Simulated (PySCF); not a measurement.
**Basis and Hamiltonian dependence of the ionisation energy of Os**

Os [Xe] 4f14 5d6 6s2 (5D) → Os+ [Xe] 4f14 5d6 6s1 (6D). All values are computed (PySCF 2.14, energy differences of UHF-based or UKS calculations, no spin-orbit coupling). Values in eV.

```csv
basis,Hamiltonian,functions,UHF,LDA,PBE0,MP2 (valence),CCSD(T) (valence)
cc-pVDZ-PP with ECP60MDF,ECP,38,6.567,n/a,n/a,7.858,n/a
def2-TZVP with the def2 core potential (60 electrons),ECP,40,6.505,n/a,n/a,7.703,n/a
aug-cc-pVDZ-PP with ECP60MDF,ECP,54,6.554,8.835,8.108,8.009,8.137
def2-TZVPPD with the def2 core potential (60 electrons),ECP,59,6.504,8.751,8.036,7.883,7.979
cc-pVTZ-PP with ECP60MDF,ECP,63,6.526,8.773,8.053,8.021,n/a
Sapporo-DKH3-DZP-2012,spin-free X2C,65,6.487,n/a,n/a,n/a,n/a
aug-cc-pwCVDZ-PP with ECP60MDF,ECP,70,6.517,8.783,8.060,7.972,8.092
aug-cc-pVTZ-PP with ECP60MDF,ECP,88,6.524,8.770,8.053,8.091,8.208
def2-QZVPPD with the def2 core potential (60 electrons),ECP,88,6.506,8.748,8.032,8.026,8.141
x2c-TZVPPall,spin-free X2C,97,6.551,8.881,8.158,8.010,8.161
"x2c-TZVPPall with one added diffuse shell each of s, p, d, f type",spin-free X2C,113,6.549,8.878,8.155,8.043,8.190
"aug-cc-pVTZ-PP with one added diffuse shell each of s, p, d, f, g type with ECP60MDF",ECP,113,6.523,8.769,8.052,8.094,n/a
aug-cc-pwCVTZ-PP with ECP60MDF,ECP,122,6.516,8.764,8.050,8.087,n/a
aug-cc-pV5Z-PP with ECP60MDF,ECP,197,6.516,n/a,n/a,8.154,n/a
```

Frozen in the all-electron rows: valence: [Xe] 4f14; with a core potential, the same shells as far as they lie outside it.

Reference for a calculation without spin-orbit coupling: 8.473 eV (measured, between term centres; NIST).
